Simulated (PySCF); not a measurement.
GaF₂, SMILES [F][Ga+][F], charge +1.

Geometry: B3LYP-D3(BJ)/def2-TZVP. The multiplicity is an assumed one; other spin states were not compared. The isomer is the one that the SMILES or the coordinates give; other isomers of the formula were not compared.

Method: TDA-B3LYP/def2-SVPD run with PySCF.

Vertical excitations; the highest root listed may be one member of a degenerate set. Gas-phase values at a fixed geometry. State labels are in the subgroup D2h.

```tsv
state	symmetry	energy (eV)	λ (nm)	f	main pairs
S1	B3g	6.05	205	0.000	HOMO→LUMO (degenerate set)
S2	B2g	6.05	205	0.000	HOMO−1→LUMO (degenerate set)
S3	B2u	6.65	186	0.032	HOMO−3→LUMO (degenerate set)
S4	B3u	6.65	186	0.032	HOMO−2→LUMO (degenerate set)
S5	B1u	8.37	148	0.098	HOMO−4→LUMO 63 %, HOMO−1→LUMO+2 18 %, HOMO→LUMO+1 18 %
S6	Ag	9.10	136	0.000	HOMO−5→LUMO 67 %, HOMO−2→LUMO+2 16 %, HOMO−3→LUMO+1 16 %
S7	Au	9.19	135	0.000	HOMO→LUMO+2 50 %, HOMO−1→LUMO+1 50 %
S8	Au	9.26	134	0.000	HOMO−1→LUMO+1, HOMO→LUMO+2 (degenerate set)
S9	B1u	9.26	134	0.000	HOMO→LUMO+1, HOMO−1→LUMO+2 (degenerate set)
S10	B1g	9.67	128	0.000	HOMO−3→LUMO+2 50 %, HOMO−2→LUMO+1 50 %
T1	B3g	5.55	223	0	HOMO→LUMO (degenerate set)
T2	B2g	5.55	223	0	HOMO−1→LUMO (degenerate set)
T3	B3u	6.02	206	0	HOMO−2→LUMO (degenerate set)
T4	B2u	6.02	206	0	HOMO−3→LUMO (degenerate set)
```
Triplets are in the Tamm–Dancoff approximation.
